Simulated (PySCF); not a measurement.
# Distorted geometries of [OsO3Cl]+

[OsO3Cl]+ (singlet). PySCF 2.14.0, RKS TPSS, Os def2-SVP with ECP60, O def2-SVP, Cl def2-SVP; non-relativistic Hamiltonian with scalar-relativistic core potentials where named; density fitting; no spin-orbit coupling. Relaxed geometry:

```xyz
5

Os    0.0804   -0.0804    0.0804
O     1.0677    0.8836    1.0677
O    -0.8836   -1.0677    1.0677
O     1.0677   -1.0677   -0.8836
Cl   -1.1898    1.1898   -1.1898
```

Task: Order these distorted geometries by energy above the relaxed one, lowest first.
A.
```xyz
5

Os    0.1044    0.0742    0.1060
O     1.1005    0.7851    1.2167
O    -0.7804   -0.8990    0.8406
O     1.0327   -1.1834   -0.8886
Cl   -1.3146    1.0806   -1.1321
```
B.
```xyz
5

Os    0.0450   -0.0940    0.1451
O     1.0711    0.8957    1.0808
O    -0.8406   -1.0436    1.1077
O     1.0626   -1.1185   -0.9992
Cl   -1.1956    1.2180   -1.1919
```
C.
```xyz
5

Os    0.1740   -0.0561    0.2500
O     1.0845    0.9299    0.9738
O    -0.9460   -1.0061    1.0451
O     1.2182   -1.1053   -0.9849
Cl   -1.3881    1.0951   -1.1414
```

Result: B (0.67 eV), A (2.36 eV), C (2.67 eV).

Task: Which forces (eV/Å) act in the one that lies 0.67 eV up?

Result: 
```
Os   5.53  1.21 -6.95
O   -0.30 -0.40 -0.13
O   -2.78 -2.97  3.05
O   -2.77  2.69  3.36
Cl   0.33 -0.53  0.67
```
Forces carry noise of the integration grid, about 0.01 to 0.03 eV/Å.

No frequency check is given that shows the relaxed geometry to be a minimum.
